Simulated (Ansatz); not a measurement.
Cost and result for the atomization energy of C$_{3}$FGeN$_{3}$ (`N#[C][Ge]([F])([C]#N)[C]#N`) (8 atoms, 7 bonds).

The species carries charge 0 and has multiplicity 1. Correlated methods include outer-core shells of Ge, which these sets cover unevenly. Scalar relativity is left out up to krypton. The geometry is a stationary point of PBE0-D4/def2-TZVP. Program: Ansatz. All runs use 4 threads of an Arm Neoverse V1 on a shared host. Times are those of one run each, without the atoms' runs, and a repeat can differ threefold. Electronic energies, without spin–orbit coupling; frozen cores. CCSD(T)/CBS adds CCSD(T) − MP2 in def2-TZVPP to the MP2 limit, and its time is that of the two runs behind it. T1 = 0.014. With those shells the extrapolation isn't a true limit. B3LYP takes the VWN-RPA correlation (the form of Gaussian; ORCA's B3LYP/G). HSE06 is the plane-wave form, built on full-range PBE exchange.

CCSD(T)/CBS is a level of theory with its own doubt, some kJ/mol a heavy atom from the limit and from the frozen cores, so smaller differences don't rank the functionals.

```csv
level,functions,wall time
revPBE-D4/def2-TZVPP,265,2.9 s
BLYP-D4/def2-TZVPP,265,2.9 s
BHLYP-D4/def2-TZVPP,265,6 s
HSE06-D4/def2-TZVPP,265,6 s
r2SCANh-D4/def2-TZVPP,265,8 s
B3LYP-D4/def2-TZVPP (with forces),265,8.5 s
PBE-QIDH/def2-TZVPP,265,11 s
B2PLYP/def2-TZVPP,265,11 s
ωB97M-V/def2-TZVPP (with forces),265,19 s
CCSD(T)/def2-SVP,130,28 s
MP2/def2-QZVPP,488,42 s
CCSD(T)/def2-TZVPP,265,11 min
CCSD(T)/CBS(def2),–,11 min
```

(1) What atomization energy does each give, and how far from CCSD(T)/CBS? (Estimate.)

Answers

(1) The calculation gave: 
| level | atomization (kcal/mol) | difference from CCSD(T)/CBS | per bond |
| --- | --- | --- | --- |
| revPBE-D4/def2-TZVPP | 947.7 | 18.0 | 2.6 |
| BLYP-D4/def2-TZVPP | 954.5 | 24.8 | 3.5 |
| BHLYP-D4/def2-TZVPP | 865.6 | -64.1 | -9.2 |
| HSE06-D4/def2-TZVPP | 934.3 | 4.6 | 0.7 |
| r2SCANh-D4/def2-TZVPP | 908.1 | -21.6 | -3.1 |
| B3LYP-D4/def2-TZVPP (with forces) | 929.3 | -0.4 | -0.1 |
| PBE-QIDH/def2-TZVPP | 922.4 | -7.3 | -1.0 |
| B2PLYP/def2-TZVPP | 930.5 | 0.8 | 0.1 |
| ωB97M-V/def2-TZVPP (with forces) | 933.8 | 4.1 | 0.6 |
| CCSD(T)/def2-SVP | 871.6 | -58.1 | -8.3 |
| MP2/def2-QZVPP | 972.7 | 43.0 | 6.1 |
| CCSD(T)/def2-TZVPP | 901.8 | -27.9 | -4.0 |
| CCSD(T)/CBS(def2) | 929.7 | 0.0 | 0.0 |

From BLYP to BHLYP (50 % exact exchange), in def2-TZVPP and without D4, the atomization energy moves by −84.6 kcal/mol: exact exchange takes away binding that semilocal exchange gives to molecules. The D4 term adds +8.6 kcal/mol with B3LYP and +4.6 kcal/mol with PBE0; it sums over pairs of atoms, weighted by their polarisabilities, and B3LYP, whose exchange is more repulsive, gets the larger term. Leaving LDA and LC-ωPBE aside and taking each functional with its dispersion term where it has one, the values, not all of them listed here, spread over 119.5 kcal/mol, from BHLYP-D4 to PBE-D4. LDA lies +125.1 kcal/mol from PBE without D4, its usual overbinding.

For some Ge, Se and Sn compounds the MP2-based and the directly extrapolated limit differ by 10 to 25 kJ/mol.
